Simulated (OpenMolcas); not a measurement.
# OpenMolcas run: Cu4+

Cu4+ among 6 point charges of -2.2 e arranged as a trigonal antiprism (D3d), 1.81 Å from the ion, with a polar angle of 46.5° against the regular 54.74°. With inversion symmetry the input lists one of each pair of outer charges.

Input:

```
&GATEWAY
Coord
1

Cu 0.0 0.0 0.0
Basis=ANO-RCC-VTZP
Group=XYZ
NoMove
AngMom=0.0 0.0 0.0
AMFI
XField
3 Angstrom 0
0.000000 1.313477 1.245343 -2.200000
1.137504 -0.656738 1.245343 -2.200000
1.137504 0.656738 -1.245343 -2.200000
&SEWARD
* reference wave functions (RASSCF and RASSI steps not shown): 7 electrons in 5 orbitals (3d)
>>> COPY JOB001 $Project.JobIph
&CASPT2
Multistate=10 1 2 3 4 5 6 7 8 9 10
NoMult
Frozen=2 3
IPEA=0.25
Imaginary=0.1
MaxIter=60
WThr=0.0 0.3 0.05
PrWF=0.5
NoMix
>>> COPY JOB002 $Project.JobIph
&CASPT2
Multistate=40 1 2 3 4 5 6 7 8 9 10 11 12 13 14 15 16 17 18 19 20 21 22
23 24 25 26 27 28 29 30 31 32 33 34 35 36 37 38 39 40
NoMult
Frozen=2 3
IPEA=0.25
Imaginary=0.1
MaxIter=60
WThr=0.0 0.3 0.05
PrWF=0.5
NoMix
```

Launched by
```bash
OMP_NUM_THREADS=1 MOLCAS_MEM=1689 MOLCAS_PROJECT=a pymolcas a.inp > a.log  # once for each step of the input, in one work folder
```

Output, cut to the results:

```
--- CASPT2 ---
Orbital specifications:
      -----------------------

      Symmetry species                           1   2
                                                ag  au
      Frozen orbitals                            2   3
      Inactive orbitals                          1   3
      Active orbitals                            5   0
      Secondary orbitals                        22  23
      Deleted orbitals                           0   0
      Number of basis functions                 30  29
Type of calculation                        SS-CASPT2
      Fock operator                              state-specific
      IPEA shift                                 0.25
      Real shift                                 0.00
      Imaginary shift                            0.10
      The input orbitals will be transformed to quasi-canonical
Reference energy:       -1664.4102761067
      E2 (Non-variational):      -0.5226540374
      Shift correction:          -0.0000429631
      E2 (Variational):          -0.5226970005
      Total energy:           -1664.9329731072
      Residual norm:              0.0000003000
      Reference weight:           0.95972
      Contributions to the CASPT2 correlation energy
      Active & Virtual Only:         -0.1796576089
      One Inactive Excited:          -0.2532551310
      Two Inactive Excited:          -0.0897412975
Reference energy:       -1664.4069388306
      E2 (Non-variational):      -0.5216955702
      Shift correction:          -0.0000424253
      E2 (Variational):          -0.5217379955
      Total energy:           -1664.9286768260
      Residual norm:              0.0000001526
      Reference weight:           0.95990
      Contributions to the CASPT2 correlation energy
      Active & Virtual Only:         -0.1789902078
      One Inactive Excited:          -0.2531047510
      Two Inactive Excited:          -0.0896006114
::    CASPT2 Root  1     Total energy:  -1664.93297311
::    CASPT2 Root  2     Total energy:  -1664.92867683
::    CASPT2 Root  3     Total energy:  -1664.92870485
::    CASPT2 Root  4     Total energy:  -1664.92986492
::    CASPT2 Root  5     Total energy:  -1664.92010260
::    CASPT2 Root  6     Total energy:  -1664.92016106
::    CASPT2 Root  7     Total energy:  -1664.91098765
::    CASPT2 Root  8     Total energy:  -1664.84790573
::    CASPT2 Root  9     Total energy:  -1664.81804125
::    CASPT2 Root 10     Total energy:  -1664.81794242
--- CASPT2 ---
Orbital specifications:
      -----------------------

      Symmetry species                           1   2
                                                ag  au
      Frozen orbitals                            2   3
      Inactive orbitals                          1   3
      Active orbitals                            5   0
      Secondary orbitals                        22  23
      Deleted orbitals                           0   0
      Number of basis functions                 30  29
Type of calculation                        SS-CASPT2
      Fock operator                              state-specific
      IPEA shift                                 0.25
      Real shift                                 0.00
      Imaginary shift                            0.10
      The input orbitals will be transformed to quasi-canonical
Reference energy:       -1664.2975551113
      E2 (Non-variational):      -0.5337645270
      Shift correction:          -0.0000443986
      E2 (Variational):          -0.5338089256
      Total energy:           -1664.8313640369
      Residual norm:              0.0000000827
      Reference weight:           0.95840
      Contributions to the CASPT2 correlation energy
      Active & Virtual Only:         -0.1851496976
      One Inactive Excited:          -0.2566875147
      Two Inactive Excited:          -0.0919273147
Reference energy:       -1664.2975551003
      E2 (Non-variational):      -0.5336653672
      Shift correction:          -0.0000443457
      E2 (Variational):          -0.5337097129
      Total energy:           -1664.8312648132
      Residual norm:              0.0000000832
      Reference weight:           0.95842
      Contributions to the CASPT2 correlation energy
      Active & Virtual Only:         -0.1851343005
      One Inactive Excited:          -0.2566002483
      Two Inactive Excited:          -0.0919308184
::    CASPT2 Root  1     Total energy:  -1664.83136404
::    CASPT2 Root  2     Total energy:  -1664.83126481
::    CASPT2 Root  3     Total energy:  -1664.83143978
::    CASPT2 Root  4     Total energy:  -1664.82773231
::    CASPT2 Root  5     Total energy:  -1664.82780144
::    CASPT2 Root  6     Total energy:  -1664.82498101
::    CASPT2 Root  7     Total energy:  -1664.82327539
::    CASPT2 Root  8     Total energy:  -1664.82328381
::    CASPT2 Root  9     Total energy:  -1664.82275454
::    CASPT2 Root 10     Total energy:  -1664.80378880
::    CASPT2 Root 11     Total energy:  -1664.80487432
::    CASPT2 Root 12     Total energy:  -1664.80487114
::    CASPT2 Root 13     Total energy:  -1664.80481825
::    CASPT2 Root 14     Total energy:  -1664.80476385
::    CASPT2 Root 15     Total energy:  -1664.80451017
::    CASPT2 Root 16     Total energy:  -1664.80448136
::    CASPT2 Root 17     Total energy:  -1664.79409341
::    CASPT2 Root 18     Total energy:  -1664.78841151
::    CASPT2 Root 19     Total energy:  -1664.79146266
::    CASPT2 Root 20     Total energy:  -1664.79144623
::    CASPT2 Root 21     Total energy:  -1664.79481373
::    CASPT2 Root 22     Total energy:  -1664.77019536
::    CASPT2 Root 23     Total energy:  -1664.77022793
::    CASPT2 Root 24     Total energy:  -1664.76697605
::    CASPT2 Root 25     Total energy:  -1664.76691205
::    CASPT2 Root 26     Total energy:  -1664.77498483
::    CASPT2 Root 27     Total energy:  -1664.76938965
::    CASPT2 Root 28     Total energy:  -1664.76921156
::    CASPT2 Root 29     Total energy:  -1664.70088707
...
```

Spin-orbit levels above the lowest (labels of D3, the rotations of D3d), with the averaged single-state CASPT2 energies on the diagonal:

| E (cm-1) | Degeneracy | Label | 2S+1 | g |
| --- | --- | --- | --- | --- |
| 0 | 2 | E3/2 | 4 | 0.00 0.00 11.02 |
| 200 | 2 | E1/2 | 4 | 3.39 3.39 6.78 |
| 770 | 2 | E1/2 | 4 | 2.97 3.16 3.16 |
| 1400 | 2 | E3/2 | 4 | 0.00 0.00 2.01 |
| 1610 | 2 | E1/2 | 4 | 3.11 3.11 5.07 |
| 2200 | 2 | E1/2 | 4 | 0.10 1.17 1.17 |
| 2560 | 2 | E1/2 | 4 | 1.10 1.10 2.51 |
| 2810 | 2 | E3/2 | 4 | 0.00 0.00 0.96 |
| 3680 | 2 | E1/2 | 4 | 2.34 2.34 2.74 |
| 4060 | 2 | E1/2 | 4 | 0.33 0.33 2.40 |
| 4120 | 2 | E3/2 | 4 | 0.00 0.00 2.83 |
| 4470 | 2 | E1/2 | 4 | 0.80 0.80 0.97 |
| 6330 | 2 | E3/2 | 4 | 0.00 0.00 4.68 |
| 6620 | 2 | E1/2 | 4 | 1.69 1.75 1.75 |
| 19560 | 2 | E3/2 | 4 | 0.00 0.00 5.96 |
| 19630 | 2 | E1/2 | 4 | 1.99 4.12 4.12 |
| 22380 | 2 | E1/2 | 2 | 0.60 4.99 4.99 |
| 23030 | 2 | E3/2 | 2 | 0.00 0.00 3.09 |
| 23670 | 2 | E1/2 | 2 | 1.48 1.48 3.77 |
| 24060 | 2 | E3/2 | 2 | 0.00 0.00 6.73 |

Roots that are degenerate in the reference are averaged as groups; the widest CASPT2 spread within a group is 39 cm-1 (the 2-fold group of multiplicity 2 near 35900 cm-1 above the lowest state of its run). Shifts and gaps below about the spread of the groups concerned are not significant. Spin-orbit coupling mixes the spin-free states strongly: the lowest level takes only 62 % from its leading state, 4A2. Point charges give a weaker field than real ligands, and real ions of this kind are often low spin; the high spin found here belongs to the model. The ground term spreads over less than 5000 cm-1, several times less than with real ligands, so orbital moments are less quenched and χT lies further from the spin-only value than at real sites. Free-ion shares, where given, are those of the reference states; single-state CASPT2 does not remix them. This is an electrostatic model: the charges have no orbitals. No measured value stands beside these numbers.

The CASPT2 steps took 5 s on 1 thread of Arm Neoverse V2 (shared host); the integral step is not counted.
